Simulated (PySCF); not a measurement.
NaF, SMILES [F][Na].

The structure is a stationary point at B3LYP-D3(BJ)/def2-TZVPD.

Computed with B3LYP-D3(BJ)/def2-TZVPD run with PySCF 2.14.0.

Frequencies are harmonic and unscaled.

```json
[
 {"mode": "1", "ν (cm⁻¹)": "528", "IR (km/mol)": "66.4", "moving atoms (share of kinetic energy)": "F 55 %, Na 45 %"}
]
```
